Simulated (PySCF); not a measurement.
An unknown gives this computed stick spectrum. Method: TDDFT CAM-B3LYP/def2-SVPD, vertical, gas phase, core orbitals frozen in the response in PySCF. Geometries: PBE0-D3(BJ)/def2-SVP, one conformer each.

| state | λ (nm) | f |
| --- | --- | --- |
| S1 | 245.8 | 0.0021 |
| S2 | 240.4 | 0.470 |
| S3 | 224.9 | 0.0001 |
| S4 | 199.3 | 0.0012 |
| S5 | 198.2 | 0.0004 |
| S6 | 194.1 | 0.264 |
| S7 | 189.9 | 0.194 |
| S8 | 184.5 | 0.0001 |
| S9 | 179.5 | 0.0018 |
| S10 | 175.4 | 0.796 |

Problem. Which candidate is it?
A. `CC#Cc1ccc(C)cc1`
B. `CC#C[C@@H]1CC12C=CC=C2`
C. `C(C)(O[C@H](C)CCC)C`

Solution. A. Its S1 lies at 5.04 eV; the nearest of the others has S1 at 4.74 eV. S1 is HOMO→LUMO+1 (63%), HOMO-1→LUMO (33%). Löwdin shares by element: HOMO carbon 62% or more (atoms not listed hold the other 38%); LUMO carbon 53% or more (atoms not listed hold the other 47%). At the same level the other candidates give, for their lowest levels:
- `CCC[C@@H](C)OC(C)C`: 172 nm (f 0.007); 159 nm (f 0.002); 158 nm (f 0.012); 154 nm (f 0.005); 145 nm (f 0.001); T1 7.11 eV; HOMO -8.64, LUMO 1.36 eV
- `CC#C[C@@H]1CC12C=CC=C2`: 262 nm (f 0.042); 220 nm (f 0.209); 208 nm (f 0.035); 198 nm (f 0.005); 196 nm (f 0.002); T1 2.93 eV; HOMO -7.49, LUMO 0.27 eV
Triplets come from the Tamm–Dancoff approximation.
